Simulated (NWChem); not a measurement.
**Correlation energy of HBF**

SMILES: F[BH]
```xyz
3

B      0.6290    -0.3926     0.0000
F     -0.5341     0.1901     0.0000
H      1.6619     0.2522     0.0000
```
Charge 0, spin multiplicity 2.

Everything below was run with NWChem. All single points use one geometry, from UPBE0/def2-SVP, a minimum by its harmonic frequencies.

Basis set: cc-pVTZ. Each correlation energy counts from its own Hartree-Fock reference.

| method | correlation energy (mHa) |
|---|---|
| URI-MP2 | -327.7 |
| SCS-UMP2 | -323.0 |
| CCSD on ROHF | -339.4 |
| UMP2 | -327.7 |
| CCSD[T] on ROHF | -350.6 |
| CCSD(T) on ROHF | -349.7 |

The values span 27.6 mHa, from CCSD[T] on ROHF (lowest) to SCS-UMP2 (highest). 

The correlated methods keep 2 core orbitals frozen. The structure started from a generated list of species. The unpaired electrons of the parent sit in orbitals of symmetry a' (Cs labels of the run); other states weren't searched. The stability of the SCF solutions was not checked. Open-shell Hartree-Fock references start from PBE0 orbitals. Coupled-cluster values serve here as a point of comparison, not as the truth.
